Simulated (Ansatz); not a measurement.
C2H9NSi2 can be A, `C/C([SiH3])=N\[SiH3]`, or B, `C=C(N)[SiH2][SiH3]`.

Isolated molecules relaxed with PBE0-D4/def2-TZVP in Ansatz; ΔE leaves out vibrations. CCSD(T)/CBS is the MP2 limit (def2-TZVPP, def2-QZVPP) plus CCSD(T) − MP2 in def2-TZVPP, frozen cores. DFT in def2-TZVPP. One conformer a species, not always the lowest.

(1) Which isomer does CCSD(T)/CBS put lower? Give the gap. (An estimate is asked.)

(2) Give E(B) − E(A) in kJ/mol with PBE-D4, CCSD/def2-TZVPP, HF/def2-TZVPP, B2PLYP, ωB97M-V, MP2/def2-TZVPP, r2SCAN-D4. (An estimate is asked.)

Largest T1 diagnostic: 0.013.

## Answers

(1) The calculation gave: A, by 24.8 kJ/mol.

(2) Computed: PBE-D4 9.2, CCSD/def2-TZVPP 29.1, HF/def2-TZVPP 44.9, B2PLYP 31.0, ωB97M-V 27.1, MP2/def2-TZVPP 31.9, r2SCAN-D4 18.6. None reverses the order clearly.

In def2-TZVPP, CCSD(T) changes the Hartree–Fock value by −17.1 kJ/mol (the triples alone add −1.4 kJ/mol) and MP2 by −12.9 kJ/mol.
